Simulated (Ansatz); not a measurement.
One change: `N#[C][GaH2]` becomes `N#[C][GaH][Cl]`.

Ansatz, PBE0-D4/def2-TZVP geometries, multiplicity 1. 

Scalar relativity is left out up to krypton.

| property | `N#[C][GaH2]` |
| --- | --- |
| HOMO–LUMO gap (PBE0/def2-TZVPP) / eV | 6.59 |
| HOMO–LUMO gap (B3LYP/def2-TZVPP) / eV | 6.08 |
| size of the dipole moment (PBE/def2-TZVPP) / D | 3.62 |
| HOMO energy (PBE0/def2-TZVPP) / eV | -9.27 |
| size of the dipole moment (ωB97M-V/def2-TZVPP) / D | 3.80 |
| HOMO–LUMO gap (ωB97M-V/def2-TZVPP) / eV | 10.60 |

Task: What does the change do to each property? (Best estimate.)

Result: Computed: 
```
                                          property  `N#[C][GaH][Cl]`  shift
              HOMO–LUMO gap (PBE0/def2-TZVPP) / eV              6.75   0.16
             HOMO–LUMO gap (B3LYP/def2-TZVPP) / eV              6.22   0.14
    size of the dipole moment (PBE/def2-TZVPP) / D              3.07  -0.55
                HOMO energy (PBE0/def2-TZVPP) / eV             -9.41  -0.14
size of the dipole moment (ωB97M-V/def2-TZVPP) / D              3.22  -0.58
           HOMO–LUMO gap (ωB97M-V/def2-TZVPP) / eV             10.84   0.24
```

Dipoles are sizes alone; their direction can turn.

B3LYP here is the variant with VWN-RPA as its local correlation; programs differ in this.
